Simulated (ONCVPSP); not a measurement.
Pseudopotential generation for C (Z = 6): ONCV, BLYP, fully relativistic.

carbon (C), optimised norm-conserving Vanderbilt (ONCV), made with ONCVPSP 4.0.1 (BLYP, fully relativistic). Core [He], reference 2s2 2p1 (charge +1). Waves: 2s: rc 1.15 bohr, ncon 4, nbas 7, qcut 6 1/bohr, 2 projectors, debl 1.2 Ha; 2p: rc 2.80 bohr, ncon 4, nbas 9, qcut 6 1/bohr, 2 projectors, debl 0.3 Ha. Local part: polynomial inside 0.85 bohr (lpopt 5, dvloc0 0 Ha). Core correction: none.

Open shells are filled in proportion to 2j + 1.

In the p channel the program set the typed energies aside and used -0.624, 0.250 Ha (j = l + 1/2; the other j can differ).

(1) Estimate the cutoffs (Ha) at which the residual kinetic energy of the hardest occupied pseudo-wave falls to 1 and 0.1 mHa per electron.

(2) Does the potential have ghost states?

(3) Which valence shell sets the plane-wave cutoff?

(4) Tests: 2s2 2p2; 2s2 2p0; 2s1 2p0; 2s1 2p2. Which has the largest error in its energy relative to the reference configuration, and how large is it?

Results:

(1) 20 Ha and 75 Ha.

(2) No bound ghost flagged; no localised positive-energy state flagged.

(3) 2s: 20 Ha for 1 mHa per electron, against 10 Ha for 2p.

(4) 2s1 2p0, with +922 meV (all-electron minus pseudo) on +72.33 eV.
